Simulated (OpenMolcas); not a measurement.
## 2s² 2p along the 5-electron sequence

* Program: OpenMolcas
* Method: SS-CASPT2, IPEA 0.25 Eh, imaginary shift 0.1 Eh
* Basis: ANO-RCC-VTZP
* Scalar Hamiltonian: DKH2, point nucleus
* Spin-orbit coupling: state interaction with AMFI integrals over the reference wave functions, term energies averaged over their components

Active space for each ion: 3 electrons in 8 orbitals (2s 2p 3s 3p); closed shells correlated by CASPT2: 1s.

Computed levels in cm-1 above ²P°_1/2:

| Level | B | C+ | N2+ | O3+ | F4+ | Ne5+ |
| --- | --- | --- | --- | --- | --- | --- |
| ²P°_3/2 | 13.1 | 58.7 | 168 | 376 | 730 | 1292 |
| weight of ²P° in the lowest level (%) | 100 | 100 | 100 | 100 | 100 | 100 |

Measured, with the error of the calculation in %. Measured levels: B, C+ from NIST Handbook of Basic Atomic Spectroscopic Data; N2+ from Moore, Selected Tables of Atomic Spectra, NSRDS-NBS 3, section 5; O3+ from Moore, Selected Tables of Atomic Spectra, NSRDS-NBS 3, section 10; F4+ from Moore, Atomic Energy Levels, vol. I, NSRDS-NBS 35 (1971 reprint of NBS Circular 467, 1949); Ne5+ from NIST levels in Podobedova, Fuhr, Reader and Wiese, J. Phys. Chem. Ref. Data 33, 525 (2004).

```tsv
Level	B	C+	N2+	O3+	F4+	Ne5+
²P°_3/2	15.3 (-14.0)	63.4 (-7.5)	174 (-3.9)	386 (-2.5)	746 (-2.2)	1310 (-1.4)
```

The fine-structure level ²P°_3/2 changes by a factor of 98.6 from B to Ne5+. Its fourth root runs 1.90, 2.77, 3.60, 4.40, 5.20, 6.00, with steps per unit of Z of 0.87, 0.83, 0.80, 0.79, 0.80; equal steps would mean a (Z - σ)^4 law with constant σ.

Active for correlation alone: 3p 3s; no level in the range computed is led by a configuration that fills them, so any true level of that kind is missing (holds for B; N2+; O3+; F4+; Ne5+). The run also gave levels led by 2s² 3p, which use shells meant for correlation; these and all levels above them are left out (holds for C+). Measured partners are found by configuration, term and J. A level has none where our copy of the source lacks it or the pairing is in doubt (some pairs that miss far off the trend of their configuration count as doubtful), and it then counts in no deviation. Only configurations of the active space appear.

° marks odd parity.
